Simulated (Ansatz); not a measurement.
`C[O][Mg][Cl]` + CH₃SH → `C[S][Mg][Cl]` + CH₃OH  (ligand exchange at a Mg–O bond)

Computed with Ansatz on PBE0-D4/def2-TZVP structures; ΔE is electronic, products minus reactants. CCSD(T)/CBS is the MP2 limit (def2-TZVPP, def2-QZVPP) plus CCSD(T) − MP2 in def2-TZVPP, frozen cores. This one scheme is used for every species. Functionals use def2-TZVPP. B3LYP here is the variant with VWN-RPA as its local correlation; programs differ in this. For Mg outer-core shells are correlated without core-valence functions, which leaves a few kJ/mol of doubt a bond. One conformer a species, not always the lowest.

`C[O][Mg][Cl]`:

```xyz
7

C    -0.241   -0.767    0.928
O     0.027    0.096   -0.113
Mg    0.372    1.187   -1.435
Cl    0.801    2.545   -3.081
H    -0.219   -0.251    1.898
H    -1.233   -1.228    0.827
H     0.494   -1.583    0.976
```

CH₃SH:

Z-matrix (Å, degrees):
```
C
S 1 1.806
H 1 1.089 2 111.5
H 1 1.089 2 111.5 3 -123.8
H 1 1.090 2 106.2 3 118.1
H 2 1.342 1 97.1 3 61.9
```

`C[S][Mg][Cl]`:

```xyz
7

C    -1.030   -0.666   -0.242
S     0.143   -0.674    1.161
Mg    1.654    0.929    0.594
Cl    3.094    2.469    0.036
H    -0.544   -0.931   -1.180
H    -1.783   -1.422   -0.023
H    -1.533    0.295   -0.346
```

CH₃OH:

```xyz
6

C     0.276    0.132    0.182
O    -0.982   -0.474   -0.009
H     0.434    0.207    1.259
H     0.321    1.144   -0.240
H     1.095   -0.462   -0.242
H    -1.144   -0.548   -0.951
```

```
             level  ΔE (kJ/mol)  difference from CCSD(T)/CBS
       LDA (SPW92)          1.8                         -4.0
            B97M-V          2.0                         -3.8
          BHLYP-D4          5.9                          0.1
           ωB97M-V          4.0                         -1.8
          PBE-QIDH          0.6                         -5.2
            revPBE         -3.2                         -9.0
             B3LYP          7.5                          1.7
RPA@PBE/def2-TZVPP          6.3                          0.5
  CCSD(T)/def2-SVP         20.9                         15.1
CCSD(T)/def2-TZVPP          4.7                         -1.1
       CCSD(T)/CBS          5.8                            0
```

(1) What do rigid-rotor, harmonic-oscillator terms from PBE0-D4/def2-TZVP frequencies (298.15 K, 1 bar) make of the CCSD(T)/CBS value? (An estimate is asked.)

Largest T1 diagnostic among the species: 0.010.

Answers

(1) Ansatz gave: ΔZPE = +7.7 kJ/mol, ΔH = +13.6 kJ/mol, ΔS = 12 J/(mol·K), ΔG = +9.9 kJ/mol.

At CCSD(T), def2-SVP lies +15.1 kJ/mol from the extrapolated value and def2-TZVPP −1.1 kJ/mol. Leaving LDA and LC-ωPBE aside and taking each functional with its dispersion term where it has one, the values, not all of them listed here, spread over 15.9 kJ/mol, from HSE06-D4 to CAM-B3LYP-D4. LDA lies +4.2 kJ/mol from PBE without D4.
